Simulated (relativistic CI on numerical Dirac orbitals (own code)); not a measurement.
# Pt²⁺ (5d8) in a crystal field

Calculated by Dirac-Coulomb-Breit CI, separate exchange-only KLI orbitals for each configuration, model QED, valence Slater integrals scaled by 0.85, one configuration in a parametric crystal field (own radial code).

Field parameters in Wybourne normalisation: Oh B⁴₀ = 21Dq, B⁴₄ = √(5/14) B⁴₀. The field is a parameter set, without covalency.

S is read from ⟨S²⟩ = S(S + 1).

Site symmetry Oh; labels are those of the double group. Computed levels in cm⁻¹ above the lowest, in rising order:

```tsv
Δ (size of 10Dq)	Lowest	No. 2	No. 3	No. 4	No. 5	No. 6	No. 7	No. 8
5500	T2	3810 E	4859 T1	6551 A1	9111 E	9975 T2	11910 A2	13770 T1
9950	T2	6927 E	9107 T1	11130 E	11813 A1	13050 T2	15226 A2	18568 T1
14350	T2	8963 E	13384 T1	14051 E	15891 A1	16679 T2	18948 A2	23426 T1
18800	T2	9973 E	17739 T1	17865 E	18425 A1	20653 T2	22947 A2	28217 T1
23200	T2	10500 E	19792 A1	21971 E	22063 T1	24742 T2	27034 A2	32484 T2
27600	T2	10816 E	20584 A1	26204 E	26400 T1	28925 T2	31202 A2	36621 T2
32050	T2	11023 E	21095 A1	30546 E	30797 T1	33213 T2	35472 A2	40864 T2
36450	T2	11163 E	21446 A1	34871 E	35152 T1	37492 T2	39731 A2	45101 T2
40900	T2	11265 E	21707 A1	39264 E	39563 T1	41846 T2	44065 A2	49417 T2
```

Ground-state S against |10Dq| in cm⁻¹: 5500: 0.98, 9950: 0.99, 14350: 0.99, 18800: 0.99, 23200: 0.99, 27600: 0.99, 32050: 0.99, 36450: 1.00, 40900: 1.00.

No abrupt spin change occurs in this range.
